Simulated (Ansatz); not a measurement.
The cluster Li3Br3⁻, relaxed as a doublet with UKS r2SCAN-D4/def2-SVPD in Ansatz, starting from the GFN1-xTB geometry. Force threshold 0.02 eV/Å.

The highest occupied level of the charge -1 doublet lies above zero (up to 0.68 eV). The electron is either unbound and held by the finite basis, or the level is raised by self-interaction error. The structure comes from a short search, and lower isomers may exist.

Start:

Cartesian coordinates in Å:
```
Li 0.501 0.059 0.879
Li 0.376 0.023 -1.651
Li -1.693 -0.521 -0.319
Br -1.534 -0.789 2.028
Br 2.303 -0.964 -0.480
Br 0.046 2.192 -0.458
```

```tsv
step	energy (eV)	largest force component (eV/Å)	SCF passes
1	-210736.3225	0.781	16
2	-210736.6400	0.217	22
3	-210736.7453	0.179	23
4	-210736.7943	0.149	23
5	-210736.8280	0.103	22
6	-210736.8315	0.022	18
7	-210736.8325	0.006	19
```

Force components are those of the run's own axes.

End:

Cartesian coordinates in Å:
```
Li 0.6498 0.0282 1.0425
Li 0.6744 -0.0236 -1.8895
Li -1.9920 -0.0139 -0.2272
Br -1.4165 -0.9018 1.9807
Br 2.3952 -0.9191 -0.3971
Br -0.3109 1.8303 -0.5094
```

Bonds formed: Li3–Br6 (atoms count from 1). Metal–metal contacts that move far: Li2–Li3 2.52 to 3.14 Å.

No frequencies were taken in this run, so the end may be a saddle point.

It took 47 s on 4 threads of Arm Neoverse V2 on a shared host.
